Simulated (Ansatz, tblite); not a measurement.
Removing and adding an electron: ZrHCl₃. The state is a singlet with charge 0. Geometry: r2SCAN-D4/def2-SVP. Ansatz, gas phase; energy differences of separate SCF runs; the oxidised species was run as a doublet alone; the reduced species was run as a doublet alone.

Cartesian coordinates in Å:
```
Zr -0.004 -0.005 0.004
H 0.927 1.194 -1.017
Cl -1.667 1.255 1.040
Cl 1.570 -0.874 1.486
Cl -0.825 -1.570 -1.514
```

In the def2 sets Zr takes a core potential; there is no spin–orbit coupling. The xTB rows come from tblite. HOMO above LUMO, or a gap near zero within one spin, warns that the state may not be the lowest or that an electron is smeared out.

```json
{"level": "GFN1-xTB", "−HOMO (eV)": "12.92", "vertical IE (eV)": "15.36", "−LUMO (eV)": "10.41", "vertical EA (eV)": "7.61", "HOMO–LUMO gap (eV)": "2.50", "IE − EA (eV)": "7.75", "remarks": "–"}
{"level": "GFN2-xTB", "−HOMO (eV)": "12.14", "vertical IE (eV)": "14.51", "−LUMO (eV)": "9.48", "vertical EA (eV)": "6.75", "HOMO–LUMO gap (eV)": "2.66", "IE − EA (eV)": "7.76", "remarks": "–"}
{"level": "PBE-D4/def2-TZVP", "−HOMO (eV)": "7.79", "vertical IE (eV)": "10.80", "−LUMO (eV)": "3.58", "vertical EA (eV)": "–", "HOMO–LUMO gap (eV)": "4.21", "IE − EA (eV)": "–", "remarks": "gap within one spin near zero (+1 doublet)"}
{"level": "PBE-D4/def2-TZVPD", "−HOMO (eV)": "7.80", "vertical IE (eV)": "–", "−LUMO (eV)": "3.61", "vertical EA (eV)": "0.89", "HOMO–LUMO gap (eV)": "4.18", "IE − EA (eV)": "–", "remarks": "HOMO above zero (-1 doublet)"}
{"level": "r2SCAN-D4/def2-TZVP", "−HOMO (eV)": "8.19", "vertical IE (eV)": "11.10", "−LUMO (eV)": "3.46", "vertical EA (eV)": "–", "HOMO–LUMO gap (eV)": "4.73", "IE − EA (eV)": "–", "remarks": "gap within one spin near zero (+1 doublet)"}
{"level": "r2SCAN-D4/def2-TZVPD", "−HOMO (eV)": "8.18", "vertical IE (eV)": "–", "−LUMO (eV)": "3.46", "vertical EA (eV)": "0.94", "HOMO–LUMO gap (eV)": "4.72", "IE − EA (eV)": "–", "remarks": "HOMO above zero (-1 doublet)"}
{"level": "PBE0-D4/def2-TZVP", "−HOMO (eV)": "9.22", "vertical IE (eV)": "11.30", "−LUMO (eV)": "2.75", "vertical EA (eV)": "–", "HOMO–LUMO gap (eV)": "6.47", "IE − EA (eV)": "–", "remarks": "–"}
{"level": "PBE0-D4/def2-TZVPD", "−HOMO (eV)": "9.22", "vertical IE (eV)": "–", "−LUMO (eV)": "2.77", "vertical EA (eV)": "1.09", "HOMO–LUMO gap (eV)": "6.45", "IE − EA (eV)": "–", "remarks": "HOMO above zero (-1 doublet)"}
```

   A HOMO above zero means that the electron is unbound at that level or that self-interaction error raises the level; the energy of removing that electron tells which. Raw xTB energy differences between charge states are shifted by several eV; the methods need an empirical correction for them.
